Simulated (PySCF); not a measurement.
SMILES c1(C#N)c(-c2ccc(C)s2)scc1, singlet (GFN2-xTB optimised geometry):

```
20

C      1.023    -4.024     0.037
C      1.018    -2.539     0.017
C      2.083    -1.688    -0.017
C      1.723    -0.330    -0.026
C      0.364    -0.134     0.000
C     -0.367     1.090     0.000
S     -2.102     1.090     0.000
C     -2.154     2.812     0.000
C     -0.919     3.365     0.000
C      0.117     2.391     0.000
C      1.469     2.759     0.004
N      2.563     3.109     0.009
S     -0.476    -1.664     0.037
H      0.524    -4.398     0.931
H      2.046    -4.392     0.026
H      0.495    -4.423    -0.829
H      3.104    -2.027    -0.034
H      2.435     0.474    -0.053
H     -3.104     3.308     0.000
H     -0.726     4.423     0.000
```

Calculation: PySCF with B3LYP/def2-SVP.

Task: What are the frontier orbital energies and the dipole moment?

Result: HOMO-2 -7.45 eV, HOMO-1 -7.21 eV, HOMO -5.92 eV, LUMO -2.04 eV, LUMO+1 -0.29 eV; dipole moment 3.74 D.

Meta-Löwdin charges at B3LYP/def2-SVP: C1 -0.29, C2 -0.07, C3 -0.14, C4 -0.12, C5 -0.11, C6 -0.07, S7 0.27, C8 -0.23, C9 -0.11, C10 -0.07, C11 0.10, N12 -0.22, S13 0.22, H14 0.11, H15 0.11, H16 0.11, H17 0.11, H18 0.13, H19 0.13, H20 0.13.
